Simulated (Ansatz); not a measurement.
Reaction (substitution at a C–C bond): `C=CCCCCCC` + `OCF` → `CCCOCF` + `C=CCCC`

Computed with Ansatz on PBE0-D4/def2-TZVP structures; ΔE is electronic, products minus reactants. CBS: MP2 limit from def2 TZ/QZ plus the TZ coupled-cluster correction, frozen cores. DFT in def2-TZVPP. B3LYP here is the variant with VWN-RPA as its local correlation; programs differ in this. One conformer a species, not always the lowest.

`C=CCCCCCC`:

```xyz
24

C    -1.861    0.616   -3.290
C    -1.355    0.492   -2.070
C    -1.661   -0.626   -1.130
C    -0.457   -1.520   -0.824
C     0.750   -0.807   -0.227
C     0.477   -0.102    1.091
C     1.722    0.512    1.710
C     1.446    1.223    3.023
H    -1.599    1.447   -3.934
H    -2.563   -0.112   -3.686
H    -0.658    1.249   -1.716
H    -2.048   -0.210   -0.192
H    -2.463   -1.240   -1.550
H    -0.153   -2.021   -1.749
H    -0.781   -2.310   -0.136
H     1.547   -1.543   -0.076
H     1.149   -0.084   -0.949
H     0.033   -0.814    1.799
H    -0.272    0.687    0.949
H     2.471   -0.274    1.865
H     2.168    1.215    0.996
H     2.355    1.654    3.447
H     0.725    2.034    2.887
H     1.028    0.534    3.763
```

`OCF`:

Z-matrix (Å, degrees):
```
C
F 1 1.381
O 1 1.370 2 111.1
H 1 1.091 2 107.8 3 -117.4
H 1 1.096 2 106.3 3 123.2
H 3 0.962 1 109.3 2 70.7
```

`CCCOCF`:

```xyz
15

C    -1.456    1.204    1.110
C    -0.339    0.908    0.125
C    -0.392   -0.530   -0.351
O     0.571   -0.825   -1.353
C     1.768   -1.292   -0.909
F     2.543   -0.287   -0.350
H    -1.421    2.243    1.444
H    -1.383    0.571    1.999
H    -2.440    1.034    0.663
H    -0.417    1.563   -0.748
H     0.635    1.103    0.579
H    -0.264   -1.221    0.494
H    -1.366   -0.738   -0.803
H     1.649   -2.053   -0.126
H     2.314   -1.679   -1.771
```

`C=CCCC`:

```xyz
15

C    -2.524    0.688   -0.408
C    -1.324    0.375   -0.876
C    -0.040    0.559   -0.141
C     0.706   -0.753    0.086
C     2.036   -0.555    0.792
H    -3.424    0.521   -0.989
H    -2.649    1.128    0.577
H    -1.246   -0.068   -1.868
H     0.611    1.234   -0.713
H    -0.230    1.048    0.820
H     0.868   -1.247   -0.879
H     0.069   -1.427    0.669
H     2.552   -1.505    0.948
H     1.896   -0.088    1.771
H     2.699    0.092    0.210
```

| level | ΔE (kcal/mol) | difference from CCSD(T)/CBS |
| --- | --- | --- |
| PBE-D4 | 6.0 | -1.4 |
| B3LYP-D4 | 5.4 | -2.0 |
| ωB97X-V | 5.7 | -1.7 |
| B3LYP | 3.7 | -3.7 |
| MP2/def2-TZVPP | 8.5 | 1.1 |
| CCSD/def2-TZVPP | 6.9 | -0.5 |
| CCSD(T)/def2-TZVPP | 7.0 | -0.4 |
| HF/def2-QZVPP | 3.6 | -3.8 |
| MP2/def2-QZVPP | 8.7 | 1.3 |
| MP2/CBS(def2) | 8.9 | 1.5 |
| CCSD(T)/CBS | 7.4 | 0 |

Largest T1 diagnostic among the species: 0.011.

The D4 term adds +1.7 kcal/mol with B3LYP and +1.0 kcal/mol with PBE0; it sums over pairs of atoms, weighted by their polarisabilities, and B3LYP, whose exchange is more repulsive, gets the larger term. In def2-TZVPP, CCSD(T) changes the Hartree–Fock value by +3.4 kcal/mol (the triples alone add +0.2 kcal/mol) and MP2 by +4.8 kcal/mol.
